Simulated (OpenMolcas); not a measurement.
# Mn IV: effect of the IPEA shift

```
Program             : OpenMolcas 26.06
Basis               : ANO-RCC-VTZP [6s5p3d2f1g]
Scalar Hamiltonian  : DKH2, point nucleus
Active space        : 4 electrons in 10 orbitals (3d 4d)
State averaging     : 2S+1 = 5 even, 5 roots; 2S+1 = 3 even, 45 roots; 2S+1 = 1 even, 44 roots
Spin-orbit coupling : RASSI with atomic mean-field integrals over the reference wave functions, term energies averaged over their components
```

Methods on the same reference wave functions:
A. CASSCF
B. MS-CASPT2, IPEA 0 Eh, imaginary shift 0.1 Eh (closed shells correlated: 3s 3p)
C. MS-CASPT2, IPEA 0.25 Eh, imaginary shift 0.1 Eh (closed shells correlated: 3s 3p)

Energies in cm-1 above 3d4 5D0, the measured ground level; measured values from Corliss and Sugar, J. Phys. Chem. Ref. Data 6, 1253 (1977).

| Level | A | B | C | Measured |
| --- | --- | --- | --- | --- |
| 3d4 5D0 | 0.0 | 0.0 | 0.0 | 0.0 |
| 3d4 5D1 | 102 | 104 | 104 | 99.0 |
| 3d4 5D2 | 303 | 306 | 306 | 287 |
| 3d4 5D3 | 595 | 599 | 598 | 552 |
| 3d4 5D4 | 969 | 972 | 972 | 886 |
| 3d4 3H4 | 22821 | 21450 | 21740 | 21281 |
| 3d4 3H5 | 23047 | 21690 | 21980 | 21475 |
| 3d4 3H6 | 23301 | 21950 | 22240 | 21679 |
| 3d4 3P0(1) | 24497 | 20690 | 21140 | 20654 |
| 3d4 3P1(1) | 25097 | 21300 | 21750 | 21279 |
| 3d4 3P2(1) | 26174 | 22380 | 22830 | 22325 |
| 3d4 3F2(1) | 26265 | 22870 | 23340 | 22791 |
| 3d4 3F3(1) | 26344 | 22960 | 23430 | 22862 |
| 3d4 3F4(1) | 26474 | 23090 | 23560 | 22959 |
| 3d4 3G3 | 28783 | 25730 | 26100 | 25440 |
| 3d4 3G4 | 29053 | 26010 | 26380 | 25671 |
| 3d4 3G5 | 29285 | 26260 | 26620 | 25878 |
| 3d4 1I6 | 34503 | 32840 | 33020 |  |
| 3d4 1G4(1) | 36261 | 32180 | 32460 |  |
| 3d4 3D3 | 37386 | 31770 | 32290 | 31385 |
| 3d4 3D2 | 37459 | 31850 | 32370 | 31474 |
| 3d4 3D1 | 37540 | 31930 | 32450 | 31581 |
| 3d4 1S0 | 42179 | 34440 | 35060 |  |
| 3d4 1D2 | 45155 | 40880 | 41060 |  |

Deviations, from unrounded energies. A percentage is the sum of absolute deviations over the sum of measured energies, with the sign that they share, or ± where signs differ.

```
                        Against measurement  Levels      A     B     C
             mean absolute deviation (cm-1)      19   2900   180   510
      fine structure of the ground term (%)       4   +8.0  +8.6  +8.5
other terms of the ground configuration (%)      15  +14.9  +0.9  +2.6
```

B lies closest to measurement on these levels and A furthest from it. The largest miss of B in the table is 3d4 3D3, by +390 cm-1. The ranking rests on the paired levels alone, and a cruder setting can come out closer through cancelling errors.

Between B and C the level of the table that moves most is 3d4 1S0, by 620 cm-1 (lowest in B, highest in C). Moves below CASPT2's spread within the term are not significant.

The mean deviations of B to C differ by less than CASPT2's widest spread within a term (960 cm-1), so their order carries little weight.

From A to B the spin-free energies of the other terms of 3d4 shown, above 5D, scale by factors of 0.81 to 0.95, as is usual when dynamic correlation screens the repulsion within a d or f shell.

The lowest spin-free term lies below A's lowest term by 0.349 hartree in B, 0.343 hartree in C.

CASPT2 does not keep the components of a term degenerate, so their means are used; among the terms shown or strongly mixed into the levels shown the widest spread is 960 cm-1 (3d4 1I, C). Active for correlation alone: 4d; no level in the range computed is led by a configuration that fills it, so any true level of that kind is missing. The CASPT2 spread within a term exceeds the gap to the next term for 3d4 3D and 3d4 1G(1), so the order of their levels is uncertain (figures for B; the like holds for C). Without dynamic correlation excited terms often stand tens of per cent too high (terms of higher spin than the ground term too low), and those without a measured partner can miss by more than the paired ones (holds for A). Computed and measured levels are paired by configuration, term and J; levels that our copy of the source lacks, or whose pairing is in doubt (as where it misses far off the trend of its configuration), stay unpaired and out of the deviations. Levels of configurations outside the active space are missing. Levels that lie high or do not pair safely by name in every column are left out.

A number in round brackets counts repeated terms of one configuration in the order of the reference energies.
